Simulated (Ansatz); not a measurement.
`[OH][Al]([OH])[Cl]` + H–F → `[OH][Al]([F])[Cl]` + H₂O at 500 K and 1 bar (ligand exchange at the Al–O bond).

Calculated with Ansatz (gas phase, PBE0-D4/def2-TZVP geometries, no zero-point term in ΔE). CBS: def2 TZ/QZ extrapolation, frozen cores. Each species was taken in one conformer, which may not be the lowest.

| species | CCSD(T)/CBS energy (Eh) | H − E (kJ/mol) | S (J/(mol·K)) |
| --- | --- | --- | --- |
| `[OH][Al]([OH])[Cl]` | -853.53868 | 113.8 | 362.2 |
| H–F | -100.39431 | 39.4 | 188.7 |
| `[OH][Al]([F])[Cl]` | -877.57344 | 80.4 | 353.9 |
| H₂O | -76.37685 | 73.2 | 206.3 |

H − E and S are ideal-gas, rigid-rotor, harmonic terms from PBE0-D4/def2-TZVP, for one conformer and one mirror image of each species. 1 Eh = 2625.50 kJ/mol, R = 8.31446 J/(mol·K).

By hand: ΔE, ΔH, ΔS and ΔG.

ΔE = (-877.57344) + (-76.37685) − (-853.53868) − (-100.39431) = -0.01730 Eh = -45.4 kJ/mol. Δ(H − E) = 80.4 + 73.2 − 113.8 − 39.4 = 0.4, so ΔH = -45.0 kJ/mol. ΔS = 353.9 + 206.3 − 362.2 − 188.7 = 9.3 J/(mol·K). ΔG = -45.0 − 500 × (9.3)/1000 = -49.6 kJ/mol.

By hand: the equilibrium constant, and the temperature at which ΔG would vanish if ΔH and ΔS stayed fixed.

log₁₀ K = −ΔG/(RT ln 10) = 5.2. ΔH and −TΔS have one sign here, so there is no such temperature.

The number of gas molecules stays the same, so ΔS is small and ΔH decides. A doubt of 5 kJ/mol in ΔE shifts log₁₀ K by 0.5 here. Other conformers and mirror images would add mixing entropy, several J/(mol·K) or more a flexible species. These are equilibria of isolated gas molecules and say nothing of rates. Largest T1 diagnostic: 0.011 (customary marks: 0.02 for closed shells, 0.045 for open ones).

ΔS is within the doubt of such terms, so its sign, and with it that verdict, could turn.
